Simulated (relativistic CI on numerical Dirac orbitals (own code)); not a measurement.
## Electric-dipole transitions in Ar XVI

These numbers are calculated, not measured: Dirac-Coulomb-Breit CI, orbitals from a KLI potential per configuration, QED by a radiative potential, unscaled Slater integrals (own radial code, finite nucleus).

Configurations in the expansion (outside the closed core 1s2): 2s, 2p, 3s, 3p, 3d, 4s, 4p, 4d, 4f, 5s, 5p, 5d, 5f, 5g, 6s, 6p, 6d. Levels of other configurations are missing.

| λ vac (Å) | Lower | Upper | A (s⁻¹) | E lower (eV) | E upper (eV) |
| --- | --- | --- | --- | --- | --- |
| 18.555 | 2p 2P°_1/2 [2] | 4d 2D_3/2 [12] | 1.19e+12 | 32.005 | 700.200 |
| 18.640 | 2p 2P°_3/2 [3] | 4d 2D_5/2 [13] | 1.42e+12 | 35.164 | 700.324 |
| 23.510 | 2s 2S_1/2 [1] | 3p 2P°_3/2 [6] | 1.42e+12 | 0.000 | 527.371 |
| 23.551 | 2s 2S_1/2 [1] | 3p 2P°_1/2 [5] | 1.44e+12 | 0.000 | 526.441 |
| 24.866 | 2p 2P°_1/2 [2] | 3d 2D_3/2 [7] | 3.63e+12 | 32.005 | 530.624 |
| 25.009 | 2p 2P°_3/2 [3] | 3d 2D_5/2 [8] | 4.33e+12 | 35.164 | 530.918 |
| 25.024 | 2p 2P°_3/2 [3] | 3d 2D_3/2 [7] | 7.22e+11 | 35.164 | 530.624 |
| 49.150 | 3p 2P°_1/2 [5] | 5d 2D_3/2 [19] | 1.89e+11 | 526.441 | 778.696 |
| 49.320 | 3p 2P°_3/2 [6] | 5d 2D_5/2 [20] | 2.26e+11 | 527.371 | 778.759 |
| 49.959 | 3d 2D_3/2 [7] | 5f 2F°_5/2 [21] | 2.79e+11 | 530.624 | 778.796 |
| 50.012 | 3d 2D_5/2 [8] | 5f 2F°_7/2 [22] | 2.98e+11 | 530.918 | 778.827 |
| 68.399 | 3s 2S_1/2 [4] | 4p 2P°_3/2 [11] | 1.83e+11 | 517.585 | 698.850 |
| 68.547 | 3s 2S_1/2 [4] | 4p 2P°_1/2 [10] | 1.86e+11 | 517.585 | 698.459 |
| 71.354 | 3p 2P°_1/2 [5] | 4d 2D_3/2 [12] | 3.82e+11 | 526.441 | 700.200 |
| 71.687 | 3p 2P°_3/2 [6] | 4d 2D_5/2 [13] | 4.58e+11 | 527.371 | 700.324 |
| 73.033 | 3d 2D_3/2 [7] | 4f 2F°_5/2 [14] | 8.46e+11 | 530.624 | 700.389 |
| 73.132 | 3d 2D_5/2 [8] | 4f 2F°_7/2 [15] | 9.04e+11 | 530.918 | 700.451 |
| 73.159 | 3d 2D_5/2 [8] | 4f 2F°_5/2 [14] | 6.03e+10 | 530.918 | 700.389 |
| 101.20 | 4p 2P°_3/2 [11] | 6d 2D_5/2 [29] | 5.64e+10 | 698.850 | 821.368 |
| 149.03 | 4s 2S_1/2 [9] | 5p 2P°_3/2 [18] | 4.27e+10 | 694.816 | 778.010 |
| 149.39 | 4s 2S_1/2 [9] | 5p 2P°_1/2 [17] | 4.36e+10 | 694.816 | 777.810 |
| 154.52 | 4p 2P°_1/2 [10] | 5d 2D_3/2 [19] | 7.91e+10 | 698.459 | 778.696 |
| 155.16 | 4p 2P°_3/2 [11] | 5d 2D_5/2 [20] | 9.52e+10 | 698.850 | 778.759 |
| 157.75 | 4d 2D_3/2 [12] | 5f 2F°_5/2 [21] | 1.58e+11 | 700.200 | 778.796 |
| 157.93 | 4d 2D_5/2 [13] | 5f 2F°_7/2 [22] | 1.69e+11 | 700.324 | 778.827 |
| 158.06 | 4f 2F°_5/2 [14] | 5g 2G_7/2 [23] | 2.69e+11 | 700.389 | 778.828 |
| 158.15 | 4f 2F°_7/2 [15] | 5g 2G_9/2 [24] | 2.79e+11 | 700.451 | 778.847 |
| 275.72 | 5s 2S_1/2 [16] | 6p 2P°_3/2 [27] | 1.38e+10 | 775.968 | 820.936 |
| 284.88 | 5p 2P°_1/2 [17] | 6d 2D_3/2 [28] | 2.36e+10 | 777.810 | 821.331 |
| 285.95 | 5p 2P°_3/2 [18] | 6d 2D_5/2 [29] | 2.85e+10 | 778.010 | 821.368 |

Terms are leading LS components. Brackets give the number of a level in order of energy, since labels repeat. The list gives strong lines, with weight on those to low levels, without lines whose two gauges differ by over a factor of 2.5. Levels whose partners in the same complex of configurations lie outside the list can be far off, and so can their lines. Rates are taken at the computed energies, electric ones in the length gauge.

At this charge energies of transitions that change n are usually good to better than 1 %, and those within a shell (Δn = 0) to a few per cent.
